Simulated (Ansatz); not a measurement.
`[Cl][GeH2][SeH]` + `[SiH3]N[SiH2]Cl` → `Cl[SiH2][NH][GeH2][Cl]` + `[SiH3][SeH]`  (redistribution)

Program: Ansatz. Geometries: PBE0-D4/def2-TZVP. ΔE: electronic, gas phase. CCSD(T)/CBS is the MP2 limit (def2-TZVPP, def2-QZVPP) plus CCSD(T) − MP2 in def2-TZVPP, frozen cores. Functionals use def2-TZVPP. For Ge, Se outer-core shells are correlated without core-valence functions, which leaves a few kJ/mol of doubt a bond. Scalar relativity is left out up to krypton. Each species was taken in one conformer, which may not be the lowest.

`[Cl][GeH2][SeH]`:

Cartesian coordinates in Å:
```
Cl 1.568 -0.350 1.817
Ge 0.339 -0.387 0.055
Se -1.021 1.518 0.239
H 1.273 -0.315 -1.160
H -0.475 -1.687 0.089
H -1.684 1.221 -1.040
```

`[SiH3]N[SiH2]Cl`:

Z-matrix (Å, degrees):
```
Si
N 1 1.734
H 1 1.484 2 106.6
H 1 1.487 2 112.3 3 120.0
H 1 1.487 2 110.5 3 -119.6
Si 2 1.708 1 127.5 3 -13.2
H 2 1.011 1 116.1 3 179.3
Cl 6 2.065 2 113.2 1 -84.2
H 6 1.479 2 109.4 1 157.8
H 6 1.477 2 108.8 1 33.9
```

`Cl[SiH2][NH][GeH2][Cl]`:

Z-matrix (Å, degrees):
```
Si
N 1 1.707
Cl 1 2.063 2 112.7
H 1 1.478 2 107.8 3 -117.6
H 1 1.479 2 110.7 3 118.3
Ge 2 1.824 1 126.8 3 98.0
H 2 1.010 1 118.0 3 -80.4
Cl 6 2.160 2 109.4 1 100.5
H 6 1.530 2 110.1 1 -143.4
H 6 1.529 2 108.3 1 -16.1
```

`[SiH3][SeH]`:

```xyz
6

Si    0.143    0.230   -0.508
Se    0.368   -0.249    1.709
H     0.155   -1.002   -1.335
H     1.318    1.072   -0.836
H    -1.110    0.981   -0.775
H    -0.874   -1.032    1.746
```

```csv
level,ΔE (kJ/mol)
r2SCAN,26.5
MP2/def2-TZVPP,23.8
```

Problem. What does CCSD(T)/CBS give? (Best estimate.)

Solution. Ansatz gave: +23.4 kJ/mol. The listed levels differ from it by 3.1, 0.4 kJ/mol.

Largest T1 diagnostic among the species: 0.010.

In def2-TZVPP, CCSD(T) changes the Hartree–Fock value by −6.4 kJ/mol (the triples alone add −1.1 kJ/mol) and MP2 by −5.8 kJ/mol.
